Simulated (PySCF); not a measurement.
Problem. What does the PBE0-D3(BJ)/def2-SVP structure of InChI=1S/C5H6F3OP/c1-2-4-3-10(4,9)5(6,7)8/h2,4H,1,3H2/t4-,10-/m1/s1 look like in three dimensions?

Solution. 
Z-matrix in Å and degrees, rows numbered from 1:
```
C 
C   1  1.3353
C   2  1.4756  1  124.05
C   3  1.5659  2  121.61  1  -146.97
P   4  1.7813  3   64.91  2  -117.69
O   5  1.4875  3  129.37  4   114.92
C   5  1.8803  3  108.54  4   -97.80
F   7  1.3380  5  111.81  3    43.62
F   7  1.3280  5  110.52  3   -76.74
F   7  1.3266  5  109.79  3   163.52
H   1  1.0922  2  121.08  3  -179.20
H   1  1.0943  2  121.66  3     0.56
H   2  1.0948  1  119.45  3   179.52
H   3  1.0985  2  114.33  1    -6.67
H   4  1.0952  3  116.49  5   110.92
H   4  1.0949  3  115.95  5  -110.55
```

The C–P distances run from 1.781 Å (C4–P5, drawn single) to 1.880 Å (P5–C7, drawn single), a spread of 0.099 Å. Of the pairs four or more bonds apart, F8···H13 is among the closest relative to their van der Waals radii: 2.43 Å, 91 % of the sum of Bondi's values. The C–C distances run from 1.335 Å (C1=C2, drawn double) to 1.566 Å (C3–C4, drawn single), a spread of 0.231 Å. P5 (phosphoryl phosphorus) has angles from 51.8° to 130.4°.

Computed, not measured: PySCF 2.14.0, PBE0-D3(BJ)/def2-SVP geometry optimisation, gas phase.

Point group: C1 (no symmetry element, even within 0.4 Å). No PBE0-D3(BJ)/def2-SVP frequencies stand behind this structure, so it isn't proved a minimum. The numbers are those of one conformer (C1–C2–C3–C4 -147°).
